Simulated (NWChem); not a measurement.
Molecule: CH₇BO₂Si; SMILES CB(O)O[SiH3]

```xyz
12

B      0.0341     0.9385     0.0007
C     -0.8462     2.2498    -0.0007
H     -1.9208     2.0230     0.0072
H     -0.6344     2.8680    -0.8896
H     -0.6232     2.8792     0.8774
O      1.4001     0.9698     0.0003
H      1.7538     1.8630    -0.0008
O     -0.5647    -0.2860     0.0018
Si    -0.0435    -1.8738    -0.0005
H      1.4436    -1.9801    -0.0277
H     -0.6159    -2.5452    -1.2028
H     -0.5711    -2.5362     1.2272
```
Atoms are numbered in this order, from 1.

Program: NWChem. Pople sets run with spherical d functions. Coordinates come from a PBE0/def2-SVP optimisation. Not confirmed as a minimum by frequencies.

Taking TPSS/6-311++G** as the yardstick, which of these has the fewest basis functions while keeping “highest occupied level (eV)” within 0.2 eV of it: TPSS/STO-3G; TPSS/6-31+G*; TPSS/3-21G; TPSS/6-311G**; TPSS/6-31G*?

TPSS/6-31+G*.
```json
[
 {"level": "TPSS/STO-3G", "basis functions": "36", "highest occupied level (eV)": "-3.35", "relative time (rough)": "1"},
 {"level": "TPSS/3-21G", "basis functions": "63", "highest occupied level (eV)": "-6.83", "relative time (rough)": "1"},
 {"level": "TPSS/6-31G*", "basis functions": "88", "highest occupied level (eV)": "-7.11", "relative time (rough)": "2"},
 {"level": "TPSS/6-31+G*", "basis functions": "108", "highest occupied level (eV)": "-7.39", "relative time (rough)": "6"},
 {"level": "TPSS/6-311G**", "basis functions": "140", "highest occupied level (eV)": "-7.30", "relative time (rough)": "6"},
 {"level": "TPSS/6-311++G**", "basis functions": "167", "highest occupied level (eV)": "-7.42", "relative time (rough)": "10"}
]
```

The yardstick is one finite set, not the basis-set limit.
